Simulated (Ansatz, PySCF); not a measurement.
The pair A = HF (SMILES F) (first 2 atoms), B = C2H3N (SMILES CC#N); geometry from B3LYP-D3(BJ)/def2-TZVP.
(charge 0, multiplicity 1):
```json
[
 {"atom": "F", "x (Å)": "0.4826", "y (Å)": "-0.3172", "z (Å)": "-0.3494"},
 {"atom": "H", "x (Å)": "0.3599", "y (Å)": "-0.1849", "z (Å)": "0.5756"},
 {"atom": "C", "x (Å)": "-0.2097", "y (Å)": "0.4278", "z (Å)": "4.8640"},
 {"atom": "C", "x (Å)": "-0.0203", "y (Å)": "0.2243", "z (Å)": "3.4392"},
 {"atom": "N", "x (Å)": "0.1292", "y (Å)": "0.0636", "z (Å)": "2.3142"},
 {"atom": "H", "x (Å)": "-1.2222", "y (Å)": "0.1416", "z (Å)": "5.1489"},
 {"atom": "H", "x (Å)": "0.5016", "y (Å)": "-0.1795", "z (Å)": "5.4239"},
 {"atom": "H", "x (Å)": "-0.0540", "y (Å)": "1.4774", "z (Å)": "5.1134"}
]
```

Frozen-core correlation. MP2 and its Hartree–Fock in aug-cc-pVQZ are density fitted. Rows in 6-31G* carry no dispersion term and start afresh at each structure (6-31G* with six Cartesian d functions).

Codes used: Ansatz (a program for electronic structure) with Gaussian orbitals; PySCF for 6-31G* rows. Each number belongs to the level named beside it.

Total energies (hartree), monomers frozen at their geometry in the pair:

```json
[
 {"structure": "AB", "HF/aug-cc-pVQZ": "-232.0624549", "B3LYP/6-31G*": "-233.1892557", "MP2/aug-cc-pVQZ": "-232.9183746"},
 {"structure": "A in the pair's basis", "HF/aug-cc-pVQZ": "-100.0667406", "B3LYP/6-31G*": "-100.4212505", "MP2/aug-cc-pVQZ": "-100.3694460"},
 {"structure": "B in the pair's basis", "HF/aug-cc-pVQZ": "-131.9833248", "B3LYP/6-31G*": "-132.7555537", "MP2/aug-cc-pVQZ": "-132.5337864"},
 {"structure": "A", "HF/aug-cc-pVQZ": "-100.0666699", "B3LYP/6-31G*": "-100.4200970", "MP2/aug-cc-pVQZ": "-100.3690692"},
 {"structure": "B", "HF/aug-cc-pVQZ": "-131.9832957", "B3LYP/6-31G*": "-132.7543249", "MP2/aug-cc-pVQZ": "-132.5334591"}
]
```

**Question.** Work out the interaction energy without and with the counterpoise correction, and the superposition error, for each level.

**Answer.** 
E(AB) − E(A) − E(B), times 627.509 kcal/mol, with the monomers in their own basis and then in the pair's basis:
- HF/aug-cc-pVQZ: -7.84 uncorrected, -7.77 corrected; the monomers gain 0.06 kcal/mol from borrowed functions
- B3LYP/6-31G*: -9.31 uncorrected, -7.81 corrected; the monomers gain 1.49 kcal/mol from borrowed functions
- MP2/aug-cc-pVQZ: -9.94 uncorrected, -9.50 corrected; the monomers gain 0.44 kcal/mol from borrowed functions
